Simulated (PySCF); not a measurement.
Screening by computed properties: pick the candidate that meets the target.

Species are written as SMILES; each is one conformer at its optimised geometry, gas phase, non-relativistic unless stated; the electronic structure was computed with PySCF and density fitting.

The conformers computed, where there is a choice (atom-mapped SMILES and torsion angles):
- `[PH2:1][Si:2]([PH2:3])([Cl:4])[CH2:5][CH:6]([Cl:7])[Cl:8]`: P1–Si2–C5–C6 71°, Si2–C5–C6–Cl7 -57°, H–P1–Si2–P3 44°, H–P1–Si2–P3 136°, H–P3–Si2–P1 -165°, H–P3–Si2–P1 -72°
- `[CH2:1]=[CH:2][CH2:3][c:4]1[cH:5][cH:6][n:7][cH:8][cH:9]1`: C1–C2–C3–C4 -119°, C2–C3–C4–C5 85°
- `[CH3:1][CH2:2][CH2:3][C@:4]1([F:5])[S:6][C:7]1([F:8])[F:9]`: C1–C2–C3–C4 -65°, C2–C3–C4–F5 -53°
- `[CH3:1][NH:2][c:3]1[cH:4][cH:5][cH:6][c:7]2[c:8]1[CH2:9]2`: C1–N2–C3–C4 163°
- `[CH3:1][S:2]/[CH:3]=[C:4](/[CH2:5][F:6])[CH:7]([F:8])[F:9]`: C1–S2–C3–C4 180°, C3–C4–C5–F6 0°, C3–C4–C7–F8 -121°
- `[cH:1]1[cH:2][cH:3][c:4]([N:5]2[CH2:6][CH2:7]2)[cH:8][cH:9]1`: C3–C4–N5–C6 -54°
- `[H]/[N:9]=[CH:8]/[c:7]1[c:2]([CH3:1])[cH:3][cH:4][cH:5][cH:6]1`: C6–C7–C8–N9 0°

Question: Wanted: electronic spatial extent ⟨r²⟩ about the centre of nuclear charge below 1200 bohr² (PBE0/def2-SVPD) and HOMO energy below -6 eV (PBE0/def2-SVPD), at GFN2-xTB geometries. Which candidate meets both?
A. `CCC[C@]1(F)SC1(F)F`
B. `C=CCC1=CC=NC=C1`
C. `n1nnccc1`
D. `P[Si](P)(Cl)CC(Cl)Cl`
E. `c12Cc1cccc2NC`
F. `CS/C=C(/CF)C(F)F`
G. `c1ccc(N2CC2)cc1`

Answer: C. Computed values:
```
             species  electronic spatial extent ⟨r²⟩ about the centre of nuclear charge  HOMO energy
            n1nnccc1                                                          388 bohr²     -7.12 eV
       c12Cc1cccc2NC                                                         1167 bohr²     -5.88 eV
     c1ccc(N2CC2)cc1                                                         1209 bohr²     -6.05 eV
  CCC[C@]1(F)SC1(F)F                                                         1308 bohr²     -7.89 eV
     C=CCC1=CC=NC=C1                                                         1326 bohr²     -7.29 eV
    CS/C=C(/CF)C(F)F                                                         1747 bohr²     -6.61 eV
P[Si](P)(Cl)CC(Cl)Cl                                                         2820 bohr²     -7.52 eV
```

Question: Wanted: dipole moment above 2.7 D (PBE0/def2-SVPD) and smallest rotational constant above 0.8 GHz (GFN2-xTB), at GFN2-xTB geometries. Which candidate meets both?
A. `C=CCc1ccncc1`
B. `P[Si](P)(Cl)CC(Cl)Cl`
C. `c1cnnnc1`
D. `CS/C=C(/CF)C(F)F`

Answer: C. Computed values:
```
             species  dipole moment  smallest rotational constant
P[Si](P)(Cl)CC(Cl)Cl         2.00 D                     0.412 GHz
        C=CCc1ccncc1         2.50 D                     0.894 GHz
    CS/C=C(/CF)C(F)F         2.92 D                     0.625 GHz
            c1cnnnc1         5.01 D                     3.229 GHz
```

Question: Wanted: lowest triplet excitation (Tamm–Dancoff) between 4 eV and 4.5 eV (TDA PBE0/def2-SVPD) and lowest singlet excitation above 4 eV (TDDFT PBE0/def2-SVPD), at GFN2-xTB geometries. Which candidate meets both?
A. `[H]/N=C/c1ccccc1C`
B. `P[Si](P)(Cl)CC(Cl)Cl`
C. `C1=CN=NN=C1`
D. `C=CCc1ccncc1`

Answer: D. Computed values:
| species | lowest triplet excitation (Tamm–Dancoff) | lowest singlet excitation |
| --- | --- | --- |
| C1=CN=NN=C1 | 2.46 eV | 3.41 eV |
| [H]/N=C/c1ccccc1C | 3.33 eV | 4.39 eV |
| C=CCc1ccncc1 | 4.19 eV | 4.87 eV |
| P[Si](P)(Cl)CC(Cl)Cl | 4.86 eV | 5.78 eV |

Question: Wanted: static isotropic polarisability above 120 au (PBE0/def2-SVPD) and HOMO–LUMO gap above 6.6 eV (PBE0/def2-SVPD), at GFN2-xTB geometries. Which candidate meets both?
A. `CCC[C@]1(F)SC1(F)F`
B. `c1cnnnc1`
C. `P[Si](P)(Cl)CC(Cl)Cl`
D. `c1cc2Cc2c(c1)NC`
E. `c1cnccc1CC=C`

Answer: C. Computed values:
```
             species  static isotropic polarisability  HOMO–LUMO gap
            c1cnnnc1                          50.9 au        5.15 eV
  CCC[C@]1(F)SC1(F)F                          80.9 au        7.14 eV
        c1cnccc1CC=C                          97.8 au        6.45 eV
     c1cc2Cc2c(c1)NC                         100.5 au        5.93 eV
P[Si](P)(Cl)CC(Cl)Cl                         147.1 au        6.81 eV
```
